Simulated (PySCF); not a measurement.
CH6S3Si. Atoms are numbered in the order given.

```xyz
11

C     -2.1362    -0.1327    -0.0470
Si    -0.2735    -0.0223    -0.0063
S      0.4262    -1.7307    -1.1031
S      0.5249     1.7188    -0.9820
S      0.4621     0.0986     2.0169
H     -2.5830     0.7369     0.4595
H     -2.4919    -0.1499    -1.0895
H     -2.4891    -1.0477     0.4562
H      1.7331    -1.4809    -0.8619
H      0.1920     2.5649     0.0214
H     -0.3258    -0.9022     2.4755
```

Geometry: r2SCAN-D4/def2-SVP. Other conformers were not sampled.

All values below come from PBE0/pcSseg-1 run with PySCF.

GIAO shieldings, no solvent; atoms listed in one row are averaged. δ = σ(ref) − σ: ¹³C against TMS (σ = 186.3 ppm); ²⁹Si against TMS (σ = 352.7 ppm); ³³S against H2S (σ = 716.7 ppm); ¹H against TMS (σ = 31.56 ppm), references at their B3LYP-D3(BJ)/def2-TZVP geometries, non-relativistic.

Computed chemical shifts:
| nucleus | atoms | count | δ (ppm) |
|---|---|---|---|
| ¹³C | C1 | 1 | 14.1 |
| ²⁹Si | Si2 | 1 | 49.1 |
| ³³S | S5 | 1 | 87.0 |
| ³³S | S3 | 1 | 73.1 |
| ³³S | S4 | 1 | 52.8 |
| ¹H | H9 | 1 | 1.51 |
| ¹H | H10 | 1 | 1.50 |
| ¹H | H11 | 1 | 1.40 |
| ¹H | H6, H7, H8 | 3 | 0.98 |
